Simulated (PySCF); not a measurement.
ClSi, SMILES [Si]Cl (connectivity only; charge and spin as stated), charge +1, multiplicity 1.

Geometry: PBE-D3(BJ)/def2-TZVPD.

Computed with TDA-LC-ωPBE/def2-TZVPD (PySCF).

Vertical excitations; the highest root listed may be one member of a degenerate set. Isolated molecule, no solvent. State labels are in the subgroup C2v.

Question: Give excitation energies, oscillator strengths and character. (Estimate from the structure and the level; the computed values follow.)

Answer: 
```
state  symmetry  energy (eV)  λ (nm)      f                                              main pairs
-----  --------  -----------  ------  -----  ------------------------------------------------------
S1           B1         5.60     221  0.080                              HOMO→LUMO (degenerate set)
S2           B2         5.60     221  0.080                            HOMO→LUMO+1 (degenerate set)
S3           A2         6.03     206  0.000                    HOMO−2→LUMO+1 49 %, HOMO−1→LUMO 49 %
S4           A1         6.19     200  0.000             HOMO−1→LUMO+1, HOMO−2→LUMO (degenerate set)
S5           A2         6.19     200  0.000             HOMO−1→LUMO, HOMO−2→LUMO+1 (degenerate set)
S6           A1         7.78     159  0.061  HOMO−2→LUMO 38 %, HOMO−1→LUMO+1 38 %, HOMO→LUMO+2 17 %
S7           B2        10.02     124  0.008                          HOMO−1→LUMO+2 (degenerate set)
S8           B1        10.02     124  0.008                          HOMO−2→LUMO+2 (degenerate set)
S9           A1        10.68     116  1.729                                        HOMO→LUMO+2 78 %
S10          B2        11.07     112  0.202                                      HOMO−3→LUMO+1 85 %
T1           B2         3.47     357      0                            HOMO→LUMO+1 (degenerate set)
T2           B1         3.47     357      0                              HOMO→LUMO (degenerate set)
T3           A1         5.37     231      0                    HOMO−1→LUMO+1 48 %, HOMO−2→LUMO 48 %
T4           A1         5.64     220      0                    HOMO−2→LUMO 48 %, HOMO−1→LUMO+1 48 %
```
Triplets are in the Tamm–Dancoff approximation.
